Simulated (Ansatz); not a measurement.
Reaction (substitution at a C–Zn bond): `[SiH3]O[CH2][ZnH]` + H₂S → `[SiH3]OCS` + `[ZnH2]`

Isolated molecules relaxed with PBE0-D4/def2-TZVP in Ansatz; ΔE leaves out vibrations. CCSD(T)/CBS adds triple-zeta CCSD(T) − MP2 to the extrapolated MP2 energy (def2 sets, frozen cores). This one scheme is used for every species. DFT in def2-TZVPP. HSE06 is defined as in plane-wave codes. For Zn outer-core shells are correlated without core-valence functions, which leaves a few kJ/mol of doubt a bond. Scalar relativity is left out up to krypton. Each species was taken in one conformer, which may not be the lowest.

Is it downhill or uphill in electronic energy at CCSD(T)/CBS, and by how much? (Estimate.)

Ansatz gave: Uphill: ΔE = +16.9 kJ/mol.

What do these levels give: LDA (SPW92), BLYP-D4, HSE06-D4, BHLYP-D4, r2SCANh, r2SCAN0, HSE06, CAM-B3LYP, RPA@PBE/def2-TZVPP, HF/def2-TZVPP, CCSD/def2-TZVPP, HF/def2-QZVPP? (Best estimate.)

The calculation gave: LDA (SPW92) 9.1, BLYP-D4 12.5, HSE06-D4 9.4, BHLYP-D4 9.1, r2SCANh 10.7, r2SCAN0 9.9, HSE06 10.4, CAM-B3LYP 12.4, RPA@PBE/def2-TZVPP 16.8, HF/def2-TZVPP 3.4, CCSD/def2-TZVPP 15.8, HF/def2-QZVPP 4.0 kJ/mol.

Largest T1 diagnostic among the species: 0.016.

From BLYP to BHLYP (50 % exact exchange), in def2-TZVPP and without D4, ΔE moves by −5.3 kJ/mol. In def2-TZVPP, CCSD(T) changes the Hartree–Fock value by +12.5 kJ/mol (the triples alone add +0.1 kJ/mol) and MP2 by +14.3 kJ/mol. Leaving LDA and LC-ωPBE aside and taking each functional with its dispersion term where it has one, the values, not all of them listed here, spread over 10.7 kJ/mol, from B97M-V to B2PLYP. LDA lies −3.0 kJ/mol from PBE without D4.
